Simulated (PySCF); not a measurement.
Delta-SCF ions had no search for a lower state. Excitations are Tamm–Dancoff values on a coarser integration grid. The basis has no diffuse functions, so Rydberg states are missing or too high.

Cartesian coordinates (Å):
SMILES: BI
```xyz
4

B     -0.2479     0.0028    -0.0007
I      1.8518    -0.0207     0.0049
H     -0.7903     1.0533    -0.0021
H     -0.8136    -1.0354    -0.0021
```
Charge 0, multiplicity 1.

Q: Predict the HOMO, LUMO, total energy, vertical ionisation energy (Delta-SCF), HOMO–LUMO gap, S1–T1 gap (TDA), S1 excitation (TDA) and dipole moment from CAM-B3LYP-D3(BJ)/def2-TZVP (PySCF).

A: 
The HOMO is -8.82 eV and the LUMO is -1.10 eV. The total energy is -323.7507 Ha and the vertical ionisation energy (Delta-SCF) is 9.99 eV. The HOMO–LUMO gap comes out as 7.73 eV, the S1–T1 gap (TDA) is 0.24 eV and the S1 excitation (TDA) is 4.04 eV. The dipole moment is 0.49 D.
